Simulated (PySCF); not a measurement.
oxetan-3-ylmethanol (C4H8O2), SMILES OCC1COC1. Atoms are numbered in the order given.

```xyz
14

O      2.2769    -0.2853     0.2319
C      1.2472     0.2866    -0.5270
C     -0.0180     0.5069     0.2767
C     -0.7270    -0.7773     0.7231
O     -1.7970    -0.5591    -0.1951
C     -1.2961     0.7264    -0.5436
H      2.5242     0.3398     0.9213
H      1.5576     1.2385    -1.0051
H      1.0325    -0.4218    -1.3443
H      0.1587     1.2470     1.0749
H     -0.1752    -1.7133     0.5284
H     -1.0723    -0.7824     1.7729
H     -1.9466     1.5445    -0.1838
H     -1.1550     0.8472    -1.6336
```
Charge 0, spin multiplicity 1.

Coordinates come from a PBE0-D3(BJ)/def2-SVP optimisation. One conformer was computed; it need not be the lowest.

All values below come from PBE0-D3(BJ)/def2-SVP run with PySCF.

No scaling factor is applied to the harmonic values.

| mode | ν (cm⁻¹) | IR (km/mol) | moving atoms (share of kinetic energy) |
|---|---|---|---|
| 1 | 73 | 3.7 | O 56 %, C 23 %, H 21 % |
| 2 | 130 | 0.9 | O 34 %, C 34 %, H 33 % |
| 3 | 231 | 3.5 | C 44 %, H 33 %, O 24 % |
| 4 | 314 | 120.7 | H 86 % |
| 5 | 378 | 9.5 | H 45 %, C 40 %, O 15 % |
| 6 | 495 | 17.7 | C 41 %, H 30 %, O 29 % |
| 7 | 808 | 3.4 | C 58 %, H 22 %, O 20 % |
| 8 | 876 | 7.3 | C 45 %, H 45 %, O 9 % |
| 9 | 898 | 0.6 | H 69 %, C 30 % |
| 10 | 920 | 7.3 | H 65 %, C 26 %, O 9 % |
| 11 | 1012 | 27.8 | C 52 %, H 32 %, O 16 % |
| 12 | 1074 | 23.3 | C 48 %, H 40 %, O 12 % |
| 13 | 1106 | 42.5 | C 51 %, O 39 %, H 10 % |
| 14 | 1108 | 114.9 | H 61 %, C 25 %, O 14 % |
| 15 | 1129 | 2.3 | C 48 %, H 40 %, O 12 % |
| 16 | 1154 | 53.6 | C 41 %, H 30 %, O 29 % |
| 17 | 1166 | 2.2 | H 87 %, C 9 % |
| 18 | 1173 | 1.4 | H 85 %, C 9 % |
| 19 | 1246 | 5.8 | H 63 %, C 36 % |
| 20 | 1265 | 19.1 | H 62 %, C 37 % |
| 21 | 1307 | 0.7 | H 75 %, C 22 % |
| 22 | 1344 | 7.4 | H 72 %, C 26 % |
| 23 | 1384 | 8.4 | H 75 %, C 19 % |
| 24 | 1401 | 8.2 | H 60 %, C 37 % |
| 25 | 1427 | 37.5 | H 60 %, C 38 % |
| 26 | 1487 | 2.9 | H 92 % |
| 27 | 1497 | 0.5 | H 93 % |
| 28 | 1524 | 1.9 | H 89 %, C 11 % |
| 29 | 3001 | 55.2 | H 94 % |
| 30 | 3026 | 120.1 | H 95 % |
| 31 | 3041 | 20.4 | H 94 % |
| 32 | 3077 | 16.1 | H 91 %, C 9 % |
| 33 | 3085 | 23.5 | H 91 %, C 9 % |
| 34 | 3099 | 15.8 | H 90 %, C 10 % |
| 35 | 3107 | 64.4 | H 91 %, C 9 % |
| 36 | 3879 | 34.2 | H 94 % |
